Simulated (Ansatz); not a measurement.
Stepwise reaction of `[OH][Al]([OH])[Cl]` with hydrogen sulfide, as a gas-phase model of exchange steps in deposition or etching. ΔE in kJ/mol; ΔG adds harmonic PBE0-D4 terms to CCSD(T)/CBS, at 1 bar.

Program: Ansatz. Geometries: PBE0-D4/def2-TZVP. ΔE: electronic, gas phase. CBS: MP2 limit from def2 TZ/QZ plus the TZ coupled-cluster correction, frozen cores. This one scheme is used for every species. Functionals use def2-TZVPP. B3LYP here is the variant with VWN-RPA as its local correlation; programs differ in this. Each species was taken in one conformer, which may not be the lowest.

| step | reaction | PBE-D4 | B3LYP-D4 | ωB97M-V | CCSD(T)/CBS | ΔG(500 K) |
| --- | --- | --- | --- | --- | --- | --- |
| 2 | `[OH][Al]([SH])[Cl]` + H₂S → `[SH][Al]([SH])[Cl]` + H₂O | 15.5 | 26.7 | 25.3 | 20.8 | 30.5 |

Task: Give the row of step 1, `[OH][Al]([OH])[Cl]` + H₂S → `[OH][Al]([SH])[Cl]` + H₂O. (Estimate.)

Result: Ansatz gave: 
```json
{"step": "1", "reaction": "`[OH][Al]([OH])[Cl]` + H₂S → `[OH][Al]([SH])[Cl]` + H₂O", "PBE-D4": "13.4", "B3LYP-D4": "23.9", "ωB97M-V": "22.0", "CCSD(T)/CBS": "18.4", "ΔG(500 K)": "22.8"}
```

Task: By hand: ΔE of the 2 steps together at CCSD(T)/CBS.

Result: (18.4) + (20.8) = 39.2 kJ/mol, or 19.6 kJ/mol a step.

In ΔE the steps differ by no more than 2.4 kJ/mol. All are uphill at CCSD(T)/CBS. ΔG lies between 22.8 and 30.5 kJ/mol a step. PBE-D4 differs from CCSD(T)/CBS by -5.3 to -5.0 kJ/mol a step. Isolated molecules leave out the surface, adducts and barriers. Largest T1 diagnostic: 0.011.
